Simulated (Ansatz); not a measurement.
Reactions of `S=C[SiH2][SnH3]`.

Program: Ansatz. Geometries: PBE0-D4/def2-TZVP. ΔE: electronic, gas phase. CCSD(T)/CBS adds triple-zeta CCSD(T) − MP2 to the extrapolated MP2 energy (def2 sets, frozen cores). This one scheme is used for every species. Elements past krypton have def2 core potentials. For Br, Sn outer-core shells are correlated without core-valence functions, which leaves a few kJ/mol of doubt a bond. Scalar relativity is left out up to krypton. Each species was taken in one conformer, which may not be the lowest.

Problem. Order these by ΔE at CCSD(T)/CBS, lowest first. (Best estimate.)
A. `S=C[SiH2][SnH3]` + H₂S → `[SH][SnH3]` + `[SiH3]C=S`
B. `S=C[SiH2][SnH3]` + `NBBr` → `S=C[SiH2]Br` + `N[BH][SnH3]`
C. `S=C[SiH2][SnH3]` + dimethylamine → `CNCC=S` + `[SiH3][SnH3]`
D. `S=C[SiH2][SnH3]` + `C=C([SiH3])CF` → `FC[SiH2][SnH3]` + `C=C([SiH3])C=S`
E. `S=C[SiH2][SnH3]` + `Cl[Si](Cl)(Cl)Br` → `Cl[Si](Cl)(Cl)[SnH3]` + `S=C[SiH2]Br`

Solution. A (-26.8 kJ/mol), E (-7.3 kJ/mol), D (+4.7 kJ/mol), C (+12.8 kJ/mol), B (+20.9 kJ/mol).

Largest T1 diagnostic: 0.016, for `C=C([SiH3])C=S`.
